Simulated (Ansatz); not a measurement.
A nudged elastic band was laid between two geometries of C₂H₄AlCl (8 atoms, charge 0, multiplicity 1).

These are results of Ansatz 0.2.0, RKS PBE0-D4/def2-mTZVP, not measurements.

```
movable images  : 5
climbing image  : yes
spring          : 5.0 eV/Å²
optimiser       : quadratic models (default)
start path      : through a guess of the saddle point
force threshold : 0.03 eV/Å
iteration limit : 60
end points      : relaxed
```

First end point:

```xyz
8
Properties=species:S:1:pos:R:3
Cl 0.033 -1.070 3.154
Al 0.018 -0.404 1.174
C 0.251 0.871 -0.208
C -0.234 -0.586 -0.695
H 1.234 1.159 -0.579
H -0.463 1.670 -0.406
H 0.475 -1.100 -1.342
H -1.223 -0.595 -1.154
```

Last end point:

```xyz
8
Properties=species:S:1:pos:R:3
Cl 0.470 0.245 3.224
Al 0.806 -0.077 1.168
C -0.640 0.177 -0.085
C -0.445 -0.058 -1.385
H 2.250 -0.525 0.709
H -1.633 0.506 0.222
H 0.514 -0.389 -1.781
H -1.231 0.063 -2.129
```

(1) Which bonds break or form, and what moves?

(2) What energy profile does the band end with?

(3) What is the geometry of the highest image?

Answers

(1) Bonds broken: Al2–C4, C3–H5. Bonds formed: Al2–H5.

(2) The forces met the threshold. The highest image is number 2 of 0 to 6, 2.43 eV above the first end and 3.33 eV above the last; the last end lies 0.90 eV below the first. Neighbouring images differ by up to 2.1 eV, so the band resolves the path poorly. A vibrational analysis at the climbing image gives one clearly imaginary mode, 1207i cm⁻¹: a first-order saddle point. The orbitals stay closed-shell, which can raise the energy where a bond breaks towards radicals; this wasn't checked here.

```json
{"image": "0", "path coordinate (Å)": "0.00", "energy (eV)": "0.00", "Al2–C4 (Å)": "1.89", "C3–H5 (Å)": "1.09", "Al2–H5 (Å)": "2.64"}
{"image": "1", "path coordinate (Å)": "0.77", "energy (eV)": "0.45", "Al2–C4 (Å)": "1.93", "C3–H5 (Å)": "1.15", "Al2–H5 (Å)": "2.12"}
{"image": "2", "path coordinate (Å)": "1.53", "energy (eV)": "2.43", "Al2–C4 (Å)": "2.04", "C3–H5 (Å)": "1.80", "Al2–H5 (Å)": "1.68"}
{"image": "3", "path coordinate (Å)": "2.46", "energy (eV)": "0.36", "Al2–C4 (Å)": "2.32", "C3–H5 (Å)": "2.48", "Al2–H5 (Å)": "1.54"}
{"image": "4", "path coordinate (Å)": "3.39", "energy (eV)": "-0.71", "Al2–C4 (Å)": "2.64", "C3–H5 (Å)": "3.00", "Al2–H5 (Å)": "1.57"}
{"image": "5", "path coordinate (Å)": "4.32", "energy (eV)": "-0.86", "Al2–C4 (Å)": "2.80", "C3–H5 (Å)": "3.07", "Al2–H5 (Å)": "1.58"}
{"image": "6", "path coordinate (Å)": "5.25", "energy (eV)": "-0.90", "Al2–C4 (Å)": "2.84", "C3–H5 (Å)": "3.08", "Al2–H5 (Å)": "1.58"}
```

(3) 
```xyz
8
Properties=species:S:1:pos:R:3:forces:R:3
Cl 0.262 -0.776 3.118 0.00 0.00 0.00
Al 0.408 -0.363 1.068 0.00 0.00 -0.01
C -0.237 0.850 -0.171 -0.02 0.00 0.00
C -0.334 -0.471 -0.830 0.02 0.00 0.02
H 1.505 0.514 0.149 0.00 0.00 0.00
H -0.699 1.725 -0.640 0.00 0.00 0.00
H 0.469 -0.914 -1.403 0.00 0.00 -0.01
H -1.282 -0.621 -1.347 0.00 0.00 0.00
```

Time of the run: 3.1 min on 2 threads of Arm Neoverse V1, with other jobs on the host, peak memory 0.18 GiB.
